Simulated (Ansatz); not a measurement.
CCSD(T) forces

LiBSiH₄O, closed shell, displaced at random from a GFN2-xTB minimum.

Li1  (-2.178, 0.431, 0.025)
Si2  (0.148, 1.481, 0.050)
O3  (0.558, -0.354, -0.043)
B4  (-0.101, -1.437, -0.003)
H5  (1.181, 1.939, 1.213)
H6  (1.055, 1.910, -1.330)
H7  (-1.387, -1.493, -0.086)
H8  (0.526, -2.507, 0.055)
(Å)

Program: Ansatz 0.2.0. Basis: def2-TZVPP. Cores are frozen in the correlated methods. The outer core shell of Li, Na, Mg and K is correlated. B3LYP uses VWN-RPA correlation.

CCSD(T) forces from the calculation:
```tsv
atom	Fx	Fy	Fz (eV/Å)
Li1	0.379	-0.059	-0.001
Si2	2.019	-0.612	-0.909
O3	1.238	3.709	0.262
B4	-1.053	-2.852	-0.162
H5	-1.030	-0.479	-1.147
H6	-1.194	-0.402	1.796
H7	0.458	0.239	0.178
H8	-0.817	0.456	-0.016
```

Question: Which atom feels the largest CCSD(T) force, and how large is it?

Answer: O3, 3.92 eV/Å, along (0.32, 0.95, 0.07).

Root-mean-square difference of the force components from those of CCSD(T): PBE0-D4 0.178; wB97M-V 0.141; r2SCAN-D4 0.124; PBE-D4 0.162; B3LYP-D4 0.172; HSE06-D4 0.176 eV/Å.

No T1 diagnostic of these runs exceeds 0.016.

For scale, one of the runs: CCSD(T)/def2-TZVPP forces, 179 basis functions (an equivalent command: `ansatz run in.yaml --threads 4`). Hardware: 4 CPU threads, shared host. Wall time 90 s; peak host memory 3.3 GiB.
